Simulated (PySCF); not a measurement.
**V: excitation energy**

V [Ar] 3d3 4s2 (4F) → V [Ar] 3d3 4s1 4p1 (high-spin determinant), as a difference of total energies. Calculation: PySCF 2.14, in aug-cc-pVDZ-DK (7s6p4d2f, 59 functions); the spin-free X2C one-electron Hamiltonian (Gaussian nucleus). Correlated levels: valence: [Ar] frozen. The calculations carry no spin-orbit coupling.

```tsv
method	excitation energy (eV)
UHF	1.065
MP2 (valence)	1.774
SCS-MP2 (valence)	2.019
CCSD (valence)	1.965
CCSD(T) (valence)	2.000
```

Q: How much does correlation contribute at CCSD(T) (valence)?

A: 2.000 − (1.065) = 0.935 eV, measured against UHF.

The determinant of the upper state mixes LS terms, which raises its energy above the lowest term, most at the Hartree-Fock and MP2 levels.
